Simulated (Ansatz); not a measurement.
The cluster AgPd₃. Charge 0, multiplicity 2. Geometry PBE0-D4/def2-SVP; atoms count from 1.

```xyz
4

Pd    0.813    1.323   -0.385
Pd   -1.535    0.225   -0.387
Pd    0.566   -1.210   -0.879
Ag    0.156   -0.338    1.651
```

In the def2 sets Ag, Pd take a core potential; there is no spin–orbit coupling. The structure comes from a short search, and lower isomers may exist.

(1) Estimate the Mulliken populations from the PBE0/def2-TZVP orbitals of Ansatz.

(2) Where does the spin sit?

(3) And the Mayer bond orders between heavy atoms (over 0.3)?

Results:

(1) 
```csv
atom,charge (e),spin (α − β),d electrons
Pd1,-0.05,0.34,9.41
Pd2,-0.05,0.34,9.41
Pd3,-0.05,0.34,9.41
Ag4,0.15,-0.02,9.93
```
Mulliken values depend strongly on the basis.

(2) Summed by element: Pd 1.02, Ag -0.02, of 1 unpaired in all. Largest on single atoms: Pd2 0.34, Pd1 0.34, Pd3 0.34.

(3) Pd1–Pd2 0.61 (2.59 Å); Pd1–Pd3 0.61 (2.59 Å); Pd1–Ag4 0.39 (2.71 Å); Pd2–Pd3 0.61 (2.59 Å); Pd2–Ag4 0.39 (2.71 Å); Pd3–Ag4 0.39 (2.71 Å).
